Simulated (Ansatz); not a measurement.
Caution, from a PySCF single point (B3LYP-D3(BJ)/def2-TZVPD) at this geometry: the highest occupied level lies above zero, so the state may not be bound. Caution, from a PySCF single point (B3LYP-D3(BJ)/def2-TZVPD) at this geometry: the restricted solution is unstable towards spin-unrestricted or complex orbitals, so a lower solution exists and this singlet may not be the ground state. This singlet is an excited state, 0.06 eV above the relaxed triplet at the level frozen-core CCSD(T)/aug-cc-pVDZ // B3LYP-D3(BJ)/def2-TZVPD (Ansatz, an electronic-structure program).

A geometry relaxed with B3LYP-D3(BJ)/def2-TZVPD (Ansatz), charge -1, multiplicity 1:

```xyz
9

C     -1.5988    -0.1397    -0.0038
H      2.2645    -0.0324     1.3021
Si     1.4532     0.0065     0.0375
H     -1.5712     0.2701    -1.0303
H      2.3269    -0.6775    -0.9763
H      1.5902     1.4867    -0.3779
B     -0.2932    -1.0029     0.2757
H     -1.6168     0.7471     0.6562
H     -2.5547    -0.6578     0.1169
```

Q: Write the SMILES of this molecule.

A: `C[B-][SiH3]`
